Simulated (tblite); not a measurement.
Run record: tight-binding relaxation, `n1cn([SiH3])nc1C(=O)OC`.

Computed with GFN2-xTB geometry optimisation, gas phase (tblite 0.8.0). Start geometry: from a force field or distance geometry. The input is one job of a driver script: a line of settings, then coordinates in Å.

Command:
```bash
OMP_NUM_THREADS=1 python probes_run.py task.json out
```

Input:
```
{"job": {"kind": "relax", "xc": "GFN2-xTB", "basis": "xTB"}, "charge": 0, "multiplicity": 1}
C      3.842900     0.272000     0.165500
O      2.469000     0.216600     0.580000
C      1.583400     0.066200    -0.431200
O      1.899900     0.008800    -1.625500
C      0.178700     0.007600     0.057300
N     -0.177900     0.087300     1.389000
C     -1.482100    -0.001600     1.377700
N     -1.908800    -0.129200     0.104600
Si    -3.600100    -0.291500    -0.361600
N     -0.890700    -0.129700    -0.762700
H      3.992700     1.140200    -0.483300
H      4.117700    -0.653400    -0.341600
H      4.456000     0.388800     1.065500
H     -2.123200     0.016300     2.248900
H     -4.037100     0.846800    -1.235400
H     -4.464600    -0.252800     0.869300
H     -3.862900    -1.580500    -1.046600
```

Output:
```
step      E/eV     max force
  0    -837.70319    2.507
  1    -837.84101    2.505
  2    -837.90005    0.689
  3    -837.91970    0.356
  4    -837.92904    0.236
  5    -837.93719    0.283
  6    -837.94728    0.325
  7    -837.95826    0.389
  8    -837.96708    0.250
  9    -837.97313    0.191
... (32 lines left out)
 42    -838.00285    0.031
 43    -838.00298    0.028
 44    -838.00311    0.032
 45    -838.00324    0.030
 46    -838.00336    0.027
 47    -838.00348    0.027
 48    -838.00361    0.032
 49    -838.00373    0.030
 50    -838.00380    0.016
 51    -838.00383    0.009
```

«max force» is the largest atomic force in eV/Å.

Question: From which step on does the largest force stay under 0.1 eV/Å, and how much energy is left to gain from there?

Answer: From step 21 (0.089 eV/Å), 7.7 meV above the end.

Main results: energy lowered by 6.9 kcal/mol over 51 steps; largest atomic force 0.009 eV/Å at the end.

Question: Where do the atoms end?

Answer: 0.131 Å rms from the input after alignment:
```
atom  x, y, z in Å
C1     3.7681    0.2660    0.1242
O2     2.4133    0.2038    0.5438
C3     1.5103    0.0665   -0.4290
O4     1.7845   -0.0025   -1.5997
C5     0.1411    0.0127    0.1189
N6    -0.1515    0.0946    1.4449
C7    -1.4491    0.0052    1.4716
N8    -1.9556   -0.1259    0.2239
Si9   -3.5847   -0.2908   -0.4386
N10   -0.9297   -0.1194   -0.6346
H11    3.9202    1.1157   -0.5448
H12    4.0447   -0.6479   -0.4061
H13    4.3611    0.3792    1.0280
H14   -2.0595    0.0301    2.3500
H15   -3.7828    0.8577   -1.3130
H16   -4.4257   -0.2587    0.7583
H17   -3.6117   -1.5742   -1.1278
```
Labels such as C1 count atoms from 1, the log's own numbers from 0.
